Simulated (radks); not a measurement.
Species: Pb7+. Configuration: [Xe] 4f14 5d7. All-electron calculation, scalar-relativistic Kohn-Sham, PBE, spin-polarised, spherical densities, finite nucleus; open shells are filled with parallel spins first (spin-orbit coupling, left out, can overturn this in heavy ions); Fermi nuclear charge, rms radius 5.5012 fm. Program: a radial shooting solver on a logarithmic mesh with Libxc functionals.

Unscreened Slater integrals over Kohn-Sham orbitals (cm^-1). They are taken over the spin-up orbitals.

F0(5d,5d): 169470
F2(5d,5d): 90621
F4(5d,5d): 61427
F0(5d,5p): 184800
F2(5d,5p): 96059
G1(5d,5p): 118200
G3(5d,5p): 74325
F0(5d,4f): 214750
F2(5d,4f): 55582
F4(5d,4f): 26706
G1(5d,4f): 17255
G3(5d,4f): 17170
G5(5d,4f): 14022
F0(5p,5p): 206690
F2(5p,5p): 112160
F0(5p,4f): 253940
F2(5p,4f): 79463
G2(5p,4f): 28053
G4(5p,4f): 24485
F0(4f,4f): 442080
F2(4f,4f): 222410
F4(4f,4f): 142280
F6(4f,4f): 103180

Derived for the open shells (J is the average intra-shell exchange parameter used in DFT+U). 5d: Racah B = F2/49 - 5 F4/441 = 1153 cm^-1, C = 35 F4/441 = 4875 cm^-1, C/B = 4.23, F4/F2 = 0.678, J = (F2 + F4)/14 = 10860 cm^-1.
